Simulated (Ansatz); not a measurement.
CH$_{4}$SSeSi, SMILES `S=C[SiH2][SeH]`, relaxed with RKS PBE-D4/def2-SVP in Ansatz 0.2.0 from a rough embedded geometry. The force threshold is 0.03 eV/Å; the program also tests the step.

The species carries charge 0 and has multiplicity 1.

Start:

```xyz
8

S     2.508   -0.760    0.131
C     1.383   -0.071    0.607
Si   -0.157   -0.111   -0.394
Se   -1.819    0.935    0.740
H     1.405    0.448    1.538
H    -0.572   -1.539   -0.546
H     0.049    0.452   -1.681
H    -2.798    0.645   -0.395
```

Question: By how much does the energy fall, and how many steps does the optimiser take? (Best estimate.)

Answer: Computed: 176.91 kJ/mol, in 7 steps, 2 of them rejected.

Question: Which bonds change most? (Estimate.)

Answer: Computed: S1–C2 from 1.403 to 1.633 Å; Si3–H7 from 1.420 to 1.503 Å; C2–Si3 from 1.837 to 1.901 Å; C2–H5 from 1.066 to 1.115 Å.

Question: Give the relaxed structure. (Estimate.)

Answer: Ansatz gave: 
```xyz
8

S     2.762   -0.683    0.078
C     1.358   -0.070    0.643
Si   -0.213   -0.170   -0.422
Se   -1.827    1.037    0.705
H     1.318    0.394    1.656
H    -0.608   -1.614   -0.577
H     0.082    0.394   -1.784
H    -2.872    0.711   -0.299
```
